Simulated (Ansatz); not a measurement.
`C=[C]([AlH2])S` and `C=[CH][AlH2]` differ in one atom or group.

Ansatz, PBE0-D4/def2-TZVP geometries, multiplicity 1. Each molecule was computed in one conformer, which needn't be the lowest.

```tsv
property	`C=[C]([AlH2])S`
LUMO energy (ωB97M-V/def2-TZVPP) / eV	-0.15
LUMO energy (B3LYP/def2-TZVPP) / eV	-2.03
HOMO–LUMO gap (ωB97M-V/def2-TZVPP) / eV	8.51
zero-point energy (PBE0-D4/def2-TZVP) / kJ/mol	143.8
LUMO energy (PBE0/def2-TZVPP) / eV	-1.83
HOMO energy (B3LYP/def2-TZVPP) / eV	-6.34
```

Question: Give the same properties after the change, and the shifts. (Best estimate.)

Answer: Ansatz gave: 
```
                                      property  `C=[CH][AlH2]`  shift
         LUMO energy (ωB97M-V/def2-TZVPP) / eV            0.05   0.20
           LUMO energy (B3LYP/def2-TZVPP) / eV           -1.87   0.16
       HOMO–LUMO gap (ωB97M-V/def2-TZVPP) / eV           10.38   1.87
zero-point energy (PBE0-D4/def2-TZVP) / kJ/mol           143.9    0.1
            LUMO energy (PBE0/def2-TZVPP) / eV           -1.66   0.17
           HOMO energy (B3LYP/def2-TZVPP) / eV           -7.90  -1.56
```

With PBE0 the HOMO falls by 1.53 eV and the LUMO rises by 0.17 eV, so the gap widens by about 1.70 eV. PBE moves the HOMO by -1.28 eV and ωB97M-V by -1.66 eV. The zero-point energy changes by 0.1 kJ/mol with -3 modes.

B3LYP here is the variant with VWN-RPA as its local correlation; programs differ in this.
